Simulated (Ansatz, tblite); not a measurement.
Removing and adding an electron: PbCl4. Charge 0, multiplicity 1. Geometry: PBE-D4/def2-SVP. Ansatz, gas phase; energy differences of separate SCF runs; the oxidised species was run as a doublet alone; the reduced species was run as a doublet alone.

```xyz
5

Pb    0.000    0.000    0.000
Cl   -2.174   -0.419    1.042
Cl    0.175   -1.293   -2.070
Cl    1.784   -0.671    1.535
Cl    0.215    2.384   -0.507
```

In the def2 sets Pb takes a core potential; there is no spin–orbit coupling. The xTB rows come from tblite. HOMO above LUMO, or a gap near zero within one spin, warns that the state may not be the lowest or that an electron is smeared out.

```tsv
level	−HOMO (eV)	vertical IE (eV)	−LUMO (eV)	vertical EA (eV)	HOMO–LUMO gap (eV)	IE − EA (eV)	remarks
GFN1-xTB	13.13	15.17	10.70	8.58	2.43	6.59	–
GFN2-xTB	12.61	14.92	11.41	9.20	1.20	5.72	–
PBE-D4/def2-TZVP	8.29	10.81	5.99	–	2.30	–	gap within one spin near zero (+1 doublet)
PBE-D4/def2-TZVPD	8.34	–	6.05	3.59	2.29	–	–
r2SCAN-D4/def2-TZVP	8.70	11.15	6.06	–	2.65	–	gap within one spin near zero (+1 doublet)
r2SCAN-D4/def2-TZVPD	8.72	–	6.08	3.68	2.64	–	–
PBE0-D4/def2-TZVP	9.78	11.57	5.38	–	4.40	–	–
PBE0-D4/def2-TZVPD	9.80	–	5.41	3.72	4.39	–	–
```

   Raw xTB energy differences between charge states are shifted by several eV; the methods need an empirical correction for them.
